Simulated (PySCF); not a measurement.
tetrasilane (H$_{10}$Si$_{4}$), singlet, geometry from GFN2-xTB; DF-PBE0/pcseg-1 in PySCF.

The PySCF input:
```python
from pyscf import gto, scf, dft

mol = gto.Mole()
mol.atom = '''
    Si    2.12583184   -0.97992047    0.95213831
    Si    1.08981859    0.98375056    0.30426897
    Si   -0.75044984    0.70364371   -1.09076116
    Si   -2.44442748   -0.60418660   -0.21378814
    H     3.28463556   -0.80359186    1.82955270
    H     1.19310244   -1.85202856    1.67198931
    H     2.60001803   -1.74488376   -0.20450490
    H     2.07880162    1.89236712   -0.29930356
    H     0.65736030    1.72312849    1.50366285
    H    -0.28813097    0.11273720   -2.35935737
    H    -1.29524875    2.00357968   -1.51659198
    H    -2.96034576   -0.04672178    1.03956982
    H    -3.60309509   -0.77983848   -1.09151795
    H    -1.95792107   -1.95076868    0.10048935
'''
mol.basis = 'pcseg-1'
mol.verbose = 4
mol.build()

mf = dft.RKS(mol)
mf.xc = 'pbe0'
mf.grids.atom_grid = (99, 590)
mf = mf.density_fit(auxbasis='def2-universal-jkfit')
mf.kernel()
mf.analyze()
```

What the program printed (banner, timings and long lists left out):

```
PySCF version 2.14.0

[INPUT] verbose = 4
[INPUT] num. atoms = 14
[INPUT] num. electrons = 66
[INPUT] charge = 0
[INPUT] spin (= nelec alpha-beta = 2S) = 0
[INPUT] symmetry False subgroup None
[INPUT] Mole.unit = angstrom
[INPUT] Symbol           X                Y                Z      unit          X                Y                Z       unit  Magmom
[INPUT]  1 Si     2.125831840000  -0.979920470000   0.952138310000 AA    4.017239964480  -1.851781312155   1.799280638606 Bohr   0.0
[INPUT]  2 Si     1.089818590000   0.983750560000   0.304268970000 AA    2.059458660560   1.859019133288   0.574985021504 Bohr   0.0
[INPUT]  3 Si    -0.750449840000   0.703643710000  -1.090761160000 AA   -1.418144667824   1.329693901173  -2.061239859713 Bohr   0.0
[INPUT]  4 Si    -2.444427480000  -0.604186600000  -0.213788140000 AA   -4.619298468561  -1.141747202132  -0.404001033280 Bohr   0.0
[INPUT]  5 H      3.284635560000  -0.803591860000   1.829552700000 AA    6.207061627407  -1.518568531330   3.457353533459 Bohr   0.0
[INPUT]  6 H      1.193102440000  -1.852028560000   1.671989310000 AA    2.254636850150  -3.499826753273   3.159601879101 Bohr   0.0
[INPUT]  7 H      2.600018030000  -1.744883760000  -0.204504900000 AA    4.913321995631  -3.297352425601  -0.386458252132 Bohr   0.0
[INPUT]  8 H      2.078801620000   1.892367120000  -0.299303560000 AA    3.928365729102   3.576055583932  -0.565601756507 Bohr   0.0
[INPUT]  9 H      0.657360300000   1.723128490000   1.503662850000 AA    1.242230932162   3.256240923535   2.841510970183 Bohr   0.0
[INPUT] 10 H     -0.288130970000   0.112737200000  -2.359357370000 AA   -0.544488621305   0.213042432050  -4.458539259274 Bohr   0.0
[INPUT] 11 H     -1.295248750000   2.003579680000  -1.516591980000 AA   -2.447665400685   3.786216863944  -2.865943484912 Bohr   0.0
[INPUT] 12 H     -2.960345760000  -0.046721780000   1.039569820000 AA   -5.594242720417  -0.088291368252   1.964502247163 Bohr   0.0
[INPUT] 13 H     -3.603095090000  -0.779838480000  -1.091517950000 AA   -6.808862920865  -1.473681148597  -2.062669985547 Bohr   0.0
[INPUT] 14 H     -1.957921070000  -1.950768680000   0.100489350000 AA   -3.699934595815  -3.686418537579   0.189897349936 Bohr   0.0

nuclear repulsion = 323.711694270584
number of shells = 32
number of NR pGTOs = 246
number of NR cGTOs = 122
basis = pcseg-1
ecp = {}

******** <class 'pyscf.df.df_jk.DFRKS'> ********
method = DFRKS
initial guess = minao
damping factor = 0
level_shift factor = 0
DIIS = <class 'pyscf.scf.diis.CDIIS'>
diis_start_cycle = 1
diis_space = 8
diis_damp = 0
SCF conv_tol = 1e-09
SCF conv_tol_grad = None
SCF max_cycles = 50
direct_scf = False
XC library pyscf.dft.libxc version 7.1.2
    S. Lehtola, C. Steigemann, M. J. T. Oliveira, and M. A. L. Marques,  SoftwareX 7, 1–5 (2018)
XC functionals = pbe0
    C. Adamo and V. Barone,  J. Chem. Phys. 110, 6158 (1999)
    M. Ernzerhof and G. E. Scuseria,  J. Chem. Phys. 110, 5029 (1999)
radial grids:
    Treutler-Ahlrichs [JCP 102, 346 (1995); DOI:10.1063/1.469408] (M4) radial grids

becke partition: Becke, JCP 88, 2547 (1988); DOI:10.1063/1.454033
pruning grids: <function nwchem_prune>
grids dens level: 3
symmetrized grids: False
atomic radii adjust function: <function treutler_atomic_radii_adjust>
User specified grid scheme (99, 590)
small_rho_cutoff = 0
Set gradient conv threshold to 3.16228e-05
Initial guess from minao.
tot grids = 452536
******** <class 'pyscf.df.df.DF'> ********
auxbasis = def2-universal-jkfit
init E= -1163.13503591712
  HOMO = -0.303413413869137  LUMO = -0.0471127432020833  gap/eV = 6.97430
cycle= 1 E= -1163.40982011326  delta_E= -0.275  |g|= 0.133  |ddm|= 3.51
  HOMO = -0.312583620492626  LUMO = -0.0201530614848031  gap/eV = 7.95744
cycle= 2 E= -1163.4140696052  delta_E= -0.00425  |g|= 0.0679  |ddm|= 0.336
  HOMO = -0.298266105454588  LUMO = -0.0101738135757472  gap/eV = 7.83939
cycle= 3 E= -1163.41580030519  delta_E= -0.00173  |g|= 0.0227  |ddm|= 0.157
  HOMO = -0.303712153172049  LUMO = -0.0136711409459807  gap/eV = 7.89242
cycle= 4 E= -1163.41601884334  delta_E= -0.000219  |g|= 0.00287  |ddm|= 0.045
  HOMO = -0.303541553787281  LUMO = -0.0135719275128667  gap/eV = 7.89048
cycle= 5 E= -1163.41602220874  delta_E= -3.37e-06  |g|= 0.000676  |ddm|= 0.0068
  HOMO = -0.303484772777468  LUMO = -0.0134960935561486  gap/eV = 7.89099
cycle= 6 E= -1163.41602240664  delta_E= -1.98e-07  |g|= 0.000129  |ddm|= 0.00153
  HOMO = -0.303475240500115  LUMO = -0.0134894792126161  gap/eV = 7.89091
cycle= 7 E= -1163.41602241373  delta_E= -7.09e-09  |g|= 2.69e-05  |ddm|= 0.000308
  HOMO = -0.303479122729343  LUMO = -0.0134918608343302  gap/eV = 7.89096
cycle= 8 E= -1163.41602241406  delta_E= -3.28e-10  |g|= 3.35e-06  |ddm|= 6.75e-05
  HOMO = -0.303478743272051  LUMO = -0.0134916520454427  gap/eV = 7.89095
Extra cycle  E= -1163.41602241406  delta_E= -6.37e-12  |g|= 2.34e-06  |ddm|= 1.64e-05
converged SCF energy = -1163.41602241406
**** SCF Summaries ****
Total Energy =                       -1163.416022414063718
Nuclear Repulsion Energy =             323.711694270584360
One-electron Energy =                -2256.708213551565677
Two-electron Energy =                  769.580496866917656
Two-electron Coulomb Energy =          856.490393357128028
DFT Exchange-Correlation Energy =      -86.909896490210357
HOMO-LUMO gap [eV] =                     7.890950680184186
**** MO energy ****
MO #1   energy= -66.2244409013329  occ= 2
MO #2   energy= -66.2244355043209  occ= 2
MO #3   energy= -66.2223725165189  occ= 2
MO #4   energy= -66.2223709219926  occ= 2
MO #5   energy= -5.32638951935731  occ= 2
MO #6   energy= -5.32627332088943  occ= 2
MO #7   energy= -5.32447271848778  occ= 2
MO #8   energy= -5.32447125038773  occ= 2
MO #9   energy= -3.6637755263099   occ= 2
MO #10  energy= -3.66338696484364  occ= 2
MO #11  energy= -3.66335217911209  occ= 2
MO #12  energy= -3.66332020246685  occ= 2
MO #13  energy= -3.66326046282575  occ= 2
MO #14  energy= -3.66303957094924  occ= 2
MO #15  energy= -3.6615216302325   occ= 2
MO #16  energy= -3.66152066129479  occ= 2
MO #17  energy= -3.66148968377934  occ= 2
MO #18  energy= -3.66148902939717  occ= 2
MO #19  energy= -3.66141855693829  occ= 2
MO #20  energy= -3.66141511630818  occ= 2
MO #21  energy= -0.607700530435688 occ= 2
MO #22  energy= -0.575732360653578 occ= 2
MO #23  energy= -0.535023891845078 occ= 2
MO #24  energy= -0.496345258897243 occ= 2
MO #25  energy= -0.384217793030633 occ= 2
MO #26  energy= -0.381753304159543 occ= 2
MO #27  energy= -0.370071781844505 occ= 2
MO #28  energy= -0.363724545312357 occ= 2
MO #29  energy= -0.352888564121232 occ= 2
MO #30  energy= -0.351488415462451 occ= 2
MO #31  energy= -0.330726821821089 occ= 2
MO #32  energy= -0.31432364495044  occ= 2
MO #33  energy= -0.303478743272051 occ= 2
MO #34  energy= -0.0134916520454427 occ= 0
MO #35  energy= -0.00675812561119837 occ= 0
MO #36  energy= 0.0107430480122436 occ= 0
MO #37  energy= 0.011819020277478  occ= 0
MO #38  energy= 0.0188287065937733 occ= 0
MO #39  energy= 0.0242702526672072 occ= 0
MO #40  energy= 0.0428031232561272 occ= 0
MO #41  energy= 0.0609829408297622 occ= 0
 ** Mulliken pop on meta-lowdin orthogonal AOs  **
 ** Mulliken pop  **
 ** Mulliken atomic charges  **
charge of    0Si =      0.20805
charge of    1Si =      0.11294
charge of    2Si =      0.11294
charge of    3Si =      0.20805
charge of    4H =     -0.06341
charge of    5H =     -0.06988
charge of    6H =     -0.06976
charge of    7H =     -0.05610
charge of    8H =     -0.06184
charge of    9H =     -0.06184
charge of   10H =     -0.05610
charge of   11H =     -0.06976
charge of   12H =     -0.06341
charge of   13H =     -0.06988
Dipole moment(X, Y, Z, Debye):  0.03153,  0.15668, -0.07301
```
